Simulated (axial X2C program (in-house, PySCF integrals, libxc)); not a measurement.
## Which molecule has these constants?

Computed with an axial X2C code built on PySCF integrals, spin-free (one-electron X2C) or two-component (2c: spin–orbit coupling with atomic mean-field Coulomb and Gaunt terms, which also bring small scalar terms), in Dyall basis sets with cores contracted in-house; open shells are unrestricted.

A two-component PBE0 calculation in a Dyall 3-zeta basis gave Re = 3.666 Å, ωe = 123.0 cm⁻¹, De = 1.18 eV, Ω = 0.

Which molecule is it?
A. NaSr⁺
B. LiSr⁺
C. SrH⁺

A. The others have SrH⁺ 2.019 Å and 1429.1 cm⁻¹ (Ω = 0); LiSr⁺ 3.399 Å and 234.5 cm⁻¹ (Ω = 0).

Each entry is the lowest single determinant of a limited PBE0 search at one distance. De goes to single-determinant-based atoms at the same level (for ions the charge split of lowest energy) and is withheld (n/a) where an atom does not fit its ground term or J level. Main or longest-lived isotopes.
